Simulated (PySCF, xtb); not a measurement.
Ligands exchanged one at a time, Ge Cl-SH. Gas-phase values, no solvent. One relaxed conformer stands for each flexible species; it need not be the lowest. Strings in code marks are SMILES.

Quantity: redistribution energy (mixed species minus the weighted end members), in kcal/mol.

Level 1: PBE-D3(BJ)/def2-TZVP // PBE0-D3(BJ)/def2-TZVP (PySCF)
Level 2: PBE/6-31G* // PBE0-D3(BJ)/def2-TZVP (PySCF)
Level 3: HF/STO-3G // PBE0-D3(BJ)/def2-TZVP (PySCF)
Level 4: GFN2-xTB (xtb)

```csv
species,level 1,level 2,level 3,level 4
1 of 4 Cl replaced by SH: `[Cl][Ge]([Cl])([SH])[Cl]`,-0.70,-0.83,-6.08,-2.24
"2 of 4 Cl replaced by SH: `[SH][Ge]([SH])([Cl])[Cl]` (H–S–Ge–Cl torsion -83°, Cl–Ge–S–H torsion -178°)",-0.96,-1.10,-8.00,-2.41
3 of 4 Cl replaced by SH: `[SH][Ge]([SH])([SH])[Cl]`,-0.09,0.38,-4.28,-1.78
```
